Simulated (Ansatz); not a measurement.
Z-matrix (Å, degrees):
```
Si
S 1 2.117
F 1 1.599 2 110.5
H 1 1.479 2 107.6 3 117.4
H 1 1.480 2 112.0 3 -119.0
Al 2 2.190 1 98.6 3 72.9
H 6 1.577 2 116.3 1 -176.2
H 6 1.579 2 118.5 1 4.4
```

Total charge 0; spin multiplicity 1.

Question: List the CAM-B3LYP/def2-TZVPP orbital energies in eV (the Gaussian-basis code of Ansatz). (An estimate is asked.)

Answer: The calculation gave: Occupied: -2419.58, -1802.50, -1527.13, -673.53, -217.69, -162.22, -162.16, -162.13, -146.90, -115.15, -102.28, -102.23, -102.18, -75.89, -75.72, -75.65, -34.66, -21.95, -17.18, -14.56, -14.50, -14.17, -13.46, -11.59, -11.14, -10.26, -10.02, -9.48. Lowest empty: -0.74, 1.02, 1.15, 1.50, 2.06, 2.51, 2.84, 3.56.
